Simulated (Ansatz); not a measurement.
`BrP(Br)Br`. Total charge 0; spin multiplicity 1.

(1) List the harmonic frequencies (cm⁻¹, unscaled) at PBE0-D4/def2-TZVP in Ansatz. (An estimate is asked.)

(2) Is this a minimum?

(3) Give the ideal-gas thermochemistry at 298.15 K and 1 bar (rigid rotor, harmonic oscillator; point group C3v, symmetry number 3).

(4) And at 400, 500, 600, 800 and 1000 K?

(5) Rotational constants (cm⁻¹)?

Results:

(1) The calculation gave: 111, 111, 161, 398, 403, 403.

(2) Yes, all 6 modes are real.

(3) Zero-point energy 9.5 kJ/mol; H(298) − E = 27.2 kJ/mol; entropy 348.0 J/(mol·K), of which translation 178.7, rotation 119.5, vibration 49.8; G(298) − E = -76.5 kJ/mol.

(4) 
```tsv
T (K)	H − E (kJ/mol)	S (J/mol/K)	G − E (kJ/mol)
400	35.1	370.8	-113.2
500	43.1	388.5	-151.2
600	51.1	403.2	-190.8
800	67.5	426.7	-273.9
1000	83.9	445.0	-361.1
```

(5) 0.03373, 0.03373, 0.01784.
